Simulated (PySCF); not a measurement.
C₆ coefficients of unlike pairs at UHF

Calculated with PySCF 2.14 from the dipole response of each species, C₆(A,B) = (3/π) ∫ α_A(iu) α_B(iu) du, in atomic units, from isotropic polarisabilities. For ions this is the dispersion term alone; charge-induced terms of lower order in 1/R come first.

```tsv
species	configuration	basis	relativity	α (bohr³)	C₆ (like pair)
I	[Kr] 4d10 5s2 5p5 (2P)	aug-cc-pwCVTZ-DK3 (10s9p7d4f1g)	spin-free X2C	31.72	345.2
Al²⁺	[Ne] 3s1 (2S)	aug-cc-pV(Q+d)Z with one added diffuse shell each of s, p, d, f, g type (8s7p6d4f3g)	none	15.40	43.75
C³⁺	[He] 2s1 (2S)	dyall-av2z (11s7p2d)	none	3.489	2.896
O⁺	[He] 2s2 2p3 (4S)	dyall-av3z (15s9p3d2f)	spin-free X2C	2.625	4.946
```

(1) Estimate C₆ for O⁺ with Al²⁺.

No spin-orbit coupling is included.

The other pairs:

```tsv
pair	C₆
C³⁺, Al²⁺	11.16
C³⁺, I	31.11
Al²⁺, I	117.2
O⁺, I	38.85
O⁺, C³⁺	3.306
```

## Answers

(1) The integral gives 12.00. The combination rule 2 C_A C_B / (C_A α_B/α_A + C_B α_A/α_B) gives 11.86 and the geometric mean 14.71.
